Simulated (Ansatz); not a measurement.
A short molecular-dynamics run on the cluster SnCl₂ (the lowest singlet isomer of a short search).

```yaml
crystal:
  periodic: [false, false, false]
  atoms:
    - {symbol: Sn, position_ang: [0.185781, 0.639212, 0.789548]}
    - {symbol: Cl, position_ang: [0.873807, 0.732315, -1.473868]}
    - {symbol: Cl, position_ang: [-1.059587, -1.371527, 0.684319]}
basis:
  gaussian: {orbitals: def2-SVP}
hamiltonian: {xc: {name: BLYP}}
md: {timestep: 1 fs, n_steps: 15, ensemble: nve, temperature: 1000, initial_velocities: maxwell_boltzmann, seed: 53}
scf: {omitted_lower_state_checks: [starts]}
```

```sh
$ ansatz run in.yaml --threads 4 --pin off --events-out ev --progress --plain --max-ram 3916MiB
```

```tsv
step	time (fs)	potential energy (eV)	kinetic (eV)	T (K)	conserved (eV)
0	0.0	-30870.2793	0.1293	1000	-30870.1500
1	1.0	-30870.2833	0.1333	1031	-30870.1500
2	2.0	-30870.2871	0.1371	1061	-30870.1500
3	3.0	-30870.2906	0.1405	1087	-30870.1500
4	4.0	-30870.2936	0.1436	1111	-30870.1500
5	5.0	-30870.2962	0.1461	1130	-30870.1500
6	6.0	-30870.2982	0.1482	1146	-30870.1500
7	7.0	-30870.2997	0.1496	1158	-30870.1500
8	8.0	-30870.3006	0.1506	1165	-30870.1500
9	9.0	-30870.3009	0.1509	1167	-30870.1500
10	10.0	-30870.3006	0.1505	1165	-30870.1500
11	11.0	-30870.2997	0.1496	1157	-30870.1500
12	12.0	-30870.2981	0.1481	1146	-30870.1500
13	13.0	-30870.2960	0.1459	1129	-30870.1500
14	14.0	-30870.2932	0.1432	1108	-30870.1500
15	15.0	-30870.2899	0.1399	1082	-30870.1500
```

Velocities are drawn at the set temperature; a run this short doesn't reach equilibrium.

In the def2 sets Sn takes a core potential; there is no spin–orbit coupling.

Frames (Å, forces in eV/Å):

```xyz
3
time=0.0 fs
Sn    0.186    0.639    0.790    0.186    0.641    0.792
Cl    0.874    0.732   -1.474    0.292    0.099   -0.827
Cl   -1.060   -1.372    0.684   -0.479   -0.740    0.034
3
time=1.0 fs
Sn    0.186    0.640    0.792    0.215    0.644    0.695
Cl    0.873    0.729   -1.479    0.268    0.101   -0.735
Cl   -1.058   -1.371    0.681   -0.483   -0.745    0.040
3
time=2.0 fs
Sn    0.185    0.641    0.795    0.242    0.643    0.596
Cl    0.873    0.726   -1.484    0.244    0.103   -0.642
Cl   -1.057   -1.370    0.677   -0.486   -0.746    0.046
3
time=3.0 fs
Sn    0.185    0.641    0.797    0.266    0.637    0.496
Cl    0.872    0.723   -1.489    0.219    0.106   -0.548
Cl   -1.055   -1.370    0.674   -0.486   -0.743    0.052
3
time=4.0 fs
Sn    0.185    0.642    0.800    0.288    0.628    0.396
Cl    0.872    0.720   -1.494    0.195    0.108   -0.455
Cl   -1.054   -1.370    0.670   -0.483   -0.736    0.059
3
time=5.0 fs
Sn    0.185    0.643    0.803    0.307    0.614    0.296
Cl    0.871    0.717   -1.500    0.171    0.112   -0.362
Cl   -1.053   -1.370    0.666   -0.478   -0.726    0.065
3
time=6.0 fs
Sn    0.184    0.644    0.805    0.323    0.596    0.198
Cl    0.871    0.714   -1.505    0.148    0.115   -0.270
Cl   -1.052   -1.370    0.663   -0.471   -0.711    0.072
3
time=7.0 fs
Sn    0.184    0.645    0.808    0.336    0.575    0.100
Cl    0.871    0.712   -1.511    0.125    0.118   -0.179
Cl   -1.052   -1.370    0.659   -0.461   -0.693    0.079
3
time=8.0 fs
Sn    0.184    0.646    0.811    0.347    0.549    0.004
Cl    0.871    0.709   -1.516    0.103    0.122   -0.091
Cl   -1.051   -1.371    0.656   -0.450   -0.672    0.087
3
time=9.0 fs
Sn    0.184    0.647    0.814    0.355    0.520   -0.090
Cl    0.871    0.706   -1.522    0.081    0.126   -0.005
Cl   -1.051   -1.371    0.652   -0.436   -0.647    0.094
3
time=10.0 fs
Sn    0.184    0.648    0.816    0.360    0.488   -0.181
Cl    0.870    0.703   -1.528    0.061    0.131    0.079
Cl   -1.050   -1.372    0.649   -0.421   -0.619    0.102
3
time=11.0 fs
Sn    0.184    0.649    0.819    0.362    0.453   -0.270
Cl    0.870    0.700   -1.534    0.041    0.135    0.160
Cl   -1.050   -1.373    0.646   -0.404   -0.588    0.111
3
time=12.0 fs
Sn    0.184    0.650    0.822    0.362    0.415   -0.357
Cl    0.870    0.698   -1.539    0.023    0.140    0.237
Cl   -1.050   -1.375    0.642   -0.385   -0.555    0.119
3
time=13.0 fs
Sn    0.184    0.652    0.824    0.360    0.375   -0.440
Cl    0.870    0.695   -1.545    0.005    0.144    0.312
Cl   -1.050   -1.376    0.639   -0.365   -0.519    0.128
3
time=14.0 fs
Sn    0.184    0.653    0.827    0.355    0.332   -0.520
Cl    0.870    0.692   -1.550   -0.012    0.149    0.384
Cl   -1.050   -1.378    0.635   -0.343   -0.482    0.137
3
time=15.0 fs
Sn    0.184    0.654    0.830    0.348    0.288   -0.598
Cl    0.870    0.690   -1.556   -0.028    0.154    0.452
Cl   -1.050   -1.379    0.632   -0.321   -0.442    0.146
```

It took 5.5 s on 4 threads of Arm Neoverse V2 on a shared host.
